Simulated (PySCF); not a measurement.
**Two-dimensional NMR puzzle**

Compound of formula C2H6F2OSi3. Correlations simulated from computed shifts and the bond graph:

HSQC (one-bond C–H):
```
  δH     δC
5.93  115.7
5.57  115.7
```

COSY cross peaks (H two or three bonds apart, from the bond graph; peaks can be absent where the dihedral angle is near 90°):
```
  δH    δH
5.96  5.87
5.93  5.57
```

HMBC (two and three bonds, from the bond graph):
```
  δH     δC
5.96  177.5
5.93  177.5
5.87  177.5
5.57  177.5
```

Carbons without hydrogens: δ 177.5.

[PySCF: GFN2-xTB geometry; shieldings: GIAO PBE0/pcSseg-1; isolated molecule; one computed conformer; equivalent nuclei averaged; non-relativistic Hamiltonian]

δ = σ(ref) − σ, references computed at the same level: TMS for $^{1}$H, $^{13}$C.

Exchangeable hydrogens are left out of these lists.

Assemble the structure.

Answers

`C=C(F)[Si]1(F)[SiH2]O[SiH2]1`.

Mapped SMILES: `[CH2:1]=[C:2]([F:3])[Si:4]1([F:5])[SiH2:6][O:7][SiH2:8]1`. Hydrogens are named by the atom that carries them. Ha(C1) is cis to F3; Hb(C1) is trans to F3.

δC 177.5 is C2, a fully substituted alkene carbon. δC 115.7 is C1, a terminal =CH2 carbon (δH 5.57, 5.93). HMBC from δH 5.96 reaches the proton-free carbon C2. HMBC from δH 5.93 reaches the proton-free carbon C2. HMBC from δH 5.87 reaches the proton-free carbon C2. HMBC from δH 5.57 reaches the proton-free carbon C2. COSY links 5.96–5.87, 5.93–5.57.

This is the structure that produced the data.

Shifts are as computed. Against solution values, carbons near 30 ppm lie about +3 ppm off and those near 130 ppm about +5 ppm. Of 1211 compounds with measured shifts, 218 miss one by over three times the rms of a fit or turn the order of signals round; such compounds aren't used in these exercises.
